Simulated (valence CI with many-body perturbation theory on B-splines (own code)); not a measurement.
**Ho LIV: electric-dipole lines**

Level of theory: relativistic CI+MBPT: four valence electrons over a frozen Dirac-Fock core [Ne], a basis of 11 s, 11 p, 10 d, 8 f, 5 g, 2 h functions for each j, with the one-electron correlation potential Σ1, the two-electron term Σ2, the three-electron term Σ3, Breit, model QED; selected CI, second order for the rest, scaled by the run's own slope (own B-spline code, finite nucleus).

No measured spectrum was set against this ion. As an estimate, large intervals hold to a few tenths of a per cent, small ones and those within an open d or f shell to about a per cent. Among the levels kept, up to 580 cm⁻¹ of a level comes from second order outside the variational space, and about a tenth of that is noise between levels of different J, which matters for small intervals.

Lines 201 to 250 of 561 in falling wavelength, among levels below 10093 × 10³ cm⁻¹, chosen from the strongest by gf and those to the six lowest levels. Wavelengths and rates use the calculated energies. Electric multipoles are in the length gauge, E1 and E2 with the static RPA response of the core. Weak lines are less certain than strong ones. Lines between different terms over intervals too small for the method are left out, as are lines whose strength nearly cancels. Where a level lies close to another of its J and parity, the split of strength between their lines is uncertain. The highest levels of a list are the least certain.

Levels are named by their leading jj configuration (3d3/2^4 stands for four electrons in 3d with j = 3/2), which in mixed levels can hold well under half, so a name can repeat and another be missing. Letters in brackets count levels of one name in rising energy.

```
λ vac (nm)                           Upper                           Lower   A (s⁻¹)  log gf  Branch %
     3.575      (3s 3p3/2^2 3d3/2) J=1 [a]          (3s^2 3p3/2 3d3/2) J=1  1.52e+11   -1.06       9.6
     3.569      (3s 3p3/2^2 3d3/2) J=3 [a]          (3s^2 3p3/2 3d3/2) J=2  2.21e+11   -0.53      17.8
     3.546  (3s 3p1/2 3p3/2 3d3/2) J=3 [a]          (3s^2 3p1/2 3d3/2) J=2  5.82e+09   -2.11      14.3
     3.536          (3s 3p3/2^2 3d5/2) J=5          (3s^2 3p3/2 3d5/2) J=4  2.48e+11   -0.29     100.0
     3.531   (3p1/2 3p3/2^2 3d5/2) J=1 [a]  (3s 3p1/2 3p3/2 3d5/2) J=2 [c]  1.45e+11   -1.09      11.1
     3.528  (3s 3p1/2 3p3/2 3d3/2) J=2 [b]          (3s^2 3p1/2 3d3/2) J=2  1.97e+10   -1.74       3.7
     3.519      (3s 3p1/2 3p3/2^2) J=2 [a]          (3s^2 3p1/2 3p3/2) J=1  2.87e+11   -0.57      96.0
     3.511   (3p1/2 3p3/2^2 3d5/2) J=4 [a]  (3s 3p1/2 3p3/2 3d5/2) J=3 [c]  5.21e+11   -0.06      47.6
     3.494   (3p1/2 3p3/2^2 3d3/2) J=1 [a]  (3s 3p1/2 3p3/2 3d3/2) J=1 [c]  3.71e+11   -0.69      22.4
     3.483       (3p1/2 3p3/2^2 3d5/2) J=5  (3s 3p1/2 3p3/2 3d5/2) J=4 [c]  4.48e+11   -0.05      65.7
     3.479   (3p1/2 3p3/2^2 3d5/2) J=3 [a]  (3s 3p1/2 3p3/2 3d5/2) J=3 [c]  1.29e+11   -0.79       7.6
     3.473      (3s 3p3/2^2 3d5/2) J=4 [a]          (3s^2 3p3/2 3d5/2) J=4  2.90e+11   -0.33      54.2
     3.462   (3p1/2 3p3/2^2 3d3/2) J=1 [b]  (3s 3p1/2 3p3/2 3d3/2) J=0 [b]  1.59e+11   -1.07       7.7
     3.460          (3s 3p3/2^2 3d3/2) J=4          (3s^2 3p3/2 3d3/2) J=3  5.56e+11   -0.05      43.1
     3.456   (3p1/2 3p3/2^2 3d5/2) J=4 [b]  (3s 3p1/2 3p3/2 3d5/2) J=4 [c]  1.23e+11   -0.70       8.2
     3.452          (3s 3p1/2 3p3/2^2) J=3          (3s^2 3p1/2 3p3/2) J=2  1.76e+11   -0.66      94.5
     3.439  (3s 3p1/2 3p3/2 3d3/2) J=2 [a]          (3s 3p1/2^2 3p3/2) J=1  1.75e+11   -0.81      63.9
     3.438       (3p1/2 3p3/2^2 3d3/2) J=0  (3s 3p1/2 3p3/2 3d3/2) J=1 [c]  8.97e+11   -0.80      53.2
     3.437   (3p1/2 3p3/2^2 3d3/2) J=3 [a]  (3s 3p1/2 3p3/2 3d3/2) J=3 [c]  1.28e+11   -0.80       8.8
     3.437       (3p1/2 3p3/2^2 3d5/2) J=0  (3s 3p1/2 3p3/2 3d5/2) J=1 [b]  7.24e+11   -0.89      59.0
     3.431   (3p1/2 3p3/2^2 3d5/2) J=3 [b]  (3s 3p1/2 3p3/2 3d5/2) J=2 [d]  1.44e+11   -0.75      11.5
     3.426   (3p1/2 3p3/2^2 3d3/2) J=3 [b]  (3s 3p1/2 3p3/2 3d3/2) J=2 [e]  7.39e+11   -0.04      36.0
     3.418  (3s 3p1/2 3p3/2 3d5/2) J=3 [b]          (3s^2 3p1/2 3d5/2) J=3  1.27e+11   -0.81      29.9
     3.410      (3s 3p3/2^2 3d5/2) J=2 [a]          (3s^2 3p3/2 3d5/2) J=1  1.78e+11   -0.81      17.9
     3.408   (3p1/2 3p3/2^2 3d5/2) J=4 [a]  (3s 3p1/2 3p3/2 3d5/2) J=4 [b]  7.12e+10   -0.95       6.5
     3.407   (3p1/2 3p3/2^2 3d5/2) J=2 [a]  (3s 3p1/2 3p3/2 3d5/2) J=1 [c]  3.27e+11   -0.55      28.4
     3.406   (3p1/2 3p3/2^2 3d3/2) J=1 [b]  (3s 3p1/2 3p3/2 3d3/2) J=1 [d]  1.71e+11   -1.05       8.3
     3.398   (3p1/2 3p3/2^2 3d3/2) J=3 [a]  (3s 3p1/2 3p3/2 3d3/2) J=2 [d]  7.18e+10   -1.06       5.0
     3.396  (3s 3p1/2 3p3/2 3d5/2) J=4 [b]          (3s^2 3p1/2 3d5/2) J=3  5.40e+10   -1.08      28.9
     3.394   (3p1/2 3p3/2^2 3d3/2) J=2 [c]  (3s 3p1/2 3p3/2 3d3/2) J=1 [d]  3.18e+11   -0.56      19.2
     3.394   (3p1/2 3p3/2^2 3d3/2) J=2 [a]  (3s 3p1/2 3p3/2 3d3/2) J=2 [c]  3.91e+11   -0.47      30.7
     3.392       (3p1/2 3p3/2^2 3d3/2) J=4  (3s 3p1/2 3p3/2 3d3/2) J=3 [c]  6.25e+11   -0.01      48.6
     3.386   (3p1/2 3p3/2^2 3d5/2) J=4 [a]  (3s 3p1/2 3p3/2 3d5/2) J=3 [b]  1.19e+11   -0.73      10.9
     3.378  (3s 3p1/2 3p3/2 3d5/2) J=2 [b]          (3s^2 3p1/2 3d5/2) J=3  1.52e+11   -0.89      31.4
     3.376   (3p1/2 3p3/2^2 3d5/2) J=1 [b]  (3s 3p1/2 3p3/2 3d5/2) J=2 [d]  4.67e+11   -0.62      28.1
     3.373   (3p1/2 3p3/2^2 3d5/2) J=3 [b]  (3s 3p1/2 3p3/2 3d5/2) J=2 [c]  7.44e+10   -1.05       5.9
     3.372      (3s 3p3/2 3d3/2^2) J=3 [a]  (3s 3p1/2 3p3/2 3d5/2) J=3 [b]  1.06e+11   -0.90       6.1
     3.370  (3s 3p1/2 3p3/2 3d3/2) J=0 [a]          (3s 3p1/2^2 3p3/2) J=1  5.04e+10   -2.07      92.1
     3.366   (3p1/2 3p3/2^2 3d5/2) J=2 [b]  (3s 3p1/2 3p3/2 3d5/2) J=2 [d]  9.69e+10   -1.08       4.3
     3.365      (3s 3p3/2^2 3d5/2) J=4 [b]          (3s^2 3p3/2 3d5/2) J=3  4.92e+11   -0.12      28.1
     3.362      (3s 3p3/2 3d3/2^2) J=1 [b]              (3s^2 3d3/2^2) J=2  3.05e+11   -0.81      10.4
     3.362             (3p1/2 3p3/2^3) J=1      (3s 3p1/2 3p3/2^2) J=1 [b]  9.15e+11   -0.33      43.5
     3.359       (3p1/2^2 3p3/2 3d5/2) J=2          (3s 3p1/2^2 3d5/2) J=2  2.57e+11   -0.66      49.6
     3.356   (3p1/2 3p3/2^2 3d5/2) J=3 [a]  (3s 3p1/2 3p3/2 3d5/2) J=3 [b]  1.58e+11   -0.73       9.3
     3.355      (3s 3p3/2 3d3/2^2) J=2 [c]  (3s 3p1/2 3p3/2 3d5/2) J=2 [c]  3.08e+11   -0.59      14.7
     3.351          (3s 3p3/2 3d3/2^2) J=4  (3s 3p1/2 3p3/2 3d5/2) J=4 [b]  5.65e+10   -1.07       3.4
     3.346   (3p1/2 3p3/2^2 3d5/2) J=2 [c]  (3s 3p1/2 3p3/2 3d5/2) J=2 [d]  3.75e+11   -0.50      20.8
     3.345   (3p1/2 3p3/2^2 3d3/2) J=1 [a]  (3s 3p1/2 3p3/2 3d3/2) J=2 [c]  2.30e+11   -0.94      13.9
     3.338      (3s 3p3/2^2 3d5/2) J=2 [b]          (3s^2 3p3/2 3d5/2) J=1  3.59e+11   -0.52      30.6
     3.336   (3p1/2 3p3/2^2 3d5/2) J=4 [b]  (3s 3p1/2 3p3/2 3d5/2) J=4 [b]  1.78e+11   -0.57      11.8
```
